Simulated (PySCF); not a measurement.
C7H3N.
InChI=1S/C7H3N/c1-3-4-5-6-7-8-2/h1,4,7H

Level of theory: PBE0-D3(BJ)/def2-SVP geometry optimisation, gas phase (PySCF 2.14.0).

Take the most abundant isotopes and a rigid rotor. 

(1) Give the principal moments of inertia and the rotational constants in MHz.

(2) Classify the top.

(3) What does the inertial defect say?

(4) Which lines would a microwave search look for?

Results:

(1) Ia = 32.21, Ib = 732.91, Ic = 765.12 u·Å²; 505379 MHz·u·Å²/I gives A = 15691, B = 689.5, C = 660.5 MHz.

(2) A near-prolate asymmetric top; Ray's κ = -0.996.

(3) Planar: Δ = Ic − Ia − Ib = 0.00 u·Å². For a rigid frame Δ = −2 Σ m c², so it vanishes when all atoms lie in the ab plane; here none is more than 0.01 Å from it.

(4) The dipole components are |μa| = 3.54 D, |μb| = 1.40 D, |μc| = 0.00 D; the mirror of this Cs structure is the ab plane, so μc vanishes by symmetry and there are no c-type lines. The squared components, which scale the intensities, stand as 1.00 : 0.16 (a : b). Some lines, for components of 0.1 D or more:

```tsv
type	branch	J(Ka,Kc)	MHz	lower level (cm⁻¹)
a	R	1(0,1) ← 0(0,0)	1350	0.000
a	R	2(1,2) ← 1(1,1)	2671	0.545
a	R	2(0,2) ← 1(0,1)	2700	0.045
a	R	2(1,1) ← 1(1,0)	2729	0.546
a	R	3(1,3) ← 2(1,2)	4007	0.635
a	R	3(0,3) ← 2(0,2)	4050	0.135
a	R	3(2,2) ← 2(2,1)	4050	2.139
a	R	3(2,1) ← 2(2,0)	4050	2.139
a	R	3(1,2) ← 2(1,1)	4094	0.637
b	Q	1(1,0) ← 1(0,1)	15031	0.045
b	Q	2(1,1) ← 2(0,2)	15060	0.135
b	Q	3(1,2) ← 3(0,3)	15104	0.270
b	R	1(1,1) ← 0(0,0)	16352	0.000
b	R	2(1,2) ← 1(0,1)	17673	0.045
b	R	3(1,3) ← 2(0,2)	18979	0.135
b	Q	2(2,1) ← 2(1,2)	45092	0.635
b	Q	3(2,2) ← 3(1,3)	45136	0.768
b	R	2(2,1) ← 1(1,0)	47734	0.546
b	R	2(2,0) ← 1(1,1)	47764	0.545
b	R	3(2,2) ← 2(1,1)	49056	0.637
b	R	3(2,1) ← 2(1,2)	49143	0.635
b	Q	3(3,0) ← 3(2,1)	75081	2.274
b	Q	3(3,1) ← 3(2,2)	75081	2.274
b	R	3(3,1) ← 2(2,0)	79132	2.139
b	R	3(3,0) ← 2(2,1)	79132	2.139
```

Stationary, but not proved a minimum. No vibrational averaging or centrifugal distortion is included, and the geometry carries the error of its method. Quadrupole hyperfine structure (14N) is left out.
